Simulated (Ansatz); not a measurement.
**Ligand exchange: Ge(CH3)(OH) + C4H7AlO3 → Ge(OH)2 + C5H9AlO2**

Species: Ge(CH3)(OH), singlet; C4H7AlO3 `[CH3][Al-]1([OH])[O]C=CC=[O+]1`, singlet; Ge(OH)2, singlet; C5H9AlO2 `[CH3][Al-]1([CH3])[O]C=CC=[O+]1`, singlet. The partners trade CH3 for OH: Ge–CH3 and Al–OH bonds give way to Ge–OH and Al–CH3.

Shapes, held fixed at every level: PBE0-D4/def2-TZVP. Flexible molecules stand in one conformer, not always the lowest. Programs: Ansatz 0.2.0. Electronic energies: no zero-point or thermal term.

```csv
level,kind,ΔE (kJ/mol),less CCSD(T)/def2-TZVPP
HF/def2-TZVPP,Hartree–Fock,+38.7,+3.9
SPW92/def2-TZVPP,LDA,+25.7,-9.1
r2SCAN-D4/def2-TZVPP,meta-GGA,+29.1,-5.7
B3LYP-D4/def2-TZVPP,global hybrid,+29.0,-5.8
r2SCAN0-D4/def2-TZVPP,global hybrid,+32.6,-2.2
wB97X-V/def2-TZVPP,range-separated hybrid,+27.3,-7.5
B2PLYP/def2-TZVPP,double hybrid,+30.5,-4.3
CCSD(T)/def2-TZVPP,coupled cluster or CI,+34.8,0.0
```

The highest level, CCSD(T)/def2-TZVPP, gives ΔE = +34.8 kJ/mol; the levels span +25.7 to +38.7. The column of differences is taken from that level and isn't an error. No measured value is set beside it here. Relativity is left out for Ge. Outer-core shells of Ge are correlated, in sets that cover them unevenly.
